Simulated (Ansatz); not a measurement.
The same path of CH5AlB2 (9 atoms, charge 0, multiplicity 1) was run twice with different band settings. The coordinate that changes most is the dihedral H7–C3–Al4–H9.

All numbers below come from RKS PBE/def2-SVP in Ansatz 0.2.0.

Relaxed end points:

```xyz
9
Properties=species:S:1:pos:R:3
B -0.146 1.704 -1.202
B -0.541 0.204 -0.675
C -0.749 -1.054 -0.108
Al 0.599 -1.137 1.310
H -0.745 2.218 -2.129
H 0.752 2.342 -0.686
H -1.423 -1.907 -0.266
H 1.585 0.096 1.555
H 0.669 -2.466 2.199
```

```xyz
9
Properties=species:S:1:pos:R:3
B -0.145 1.700 -1.206
B -0.542 0.201 -0.678
C -0.748 -1.056 -0.107
Al 0.598 -1.135 1.313
H -0.752 2.225 -2.122
H 0.766 2.324 -0.695
H -1.430 -1.902 -0.263
H 0.656 -2.450 2.222
H 1.597 0.093 1.536
```

Common settings: climbing image yes; spring 5.0 eV/Å²; optimiser quadratic models (default); start path through a guess of the saddle point; force threshold 0.05 eV/Å; iteration limit 60; end points relaxed.

| run | movable images |
| --- | --- |
| 1 | 7 |
| 2 | 2 |

(1) What does each run give, and how far can it be trusted?

Answers

(1) Run 1: converged after 14 iterations, highest image 0.229 eV above the first end. A vibrational analysis at the climbing image gives one clearly imaginary mode, 228i cm⁻¹: a first-order saddle point.
Run 2: converged after 21 iterations, highest image 0.231 eV above the first end. Another band between the same ends (7 images) ends at a top of the same energy, where a vibrational analysis finds 1 clearly imaginary mode. So few images can step over the top or miss a turn of the path.
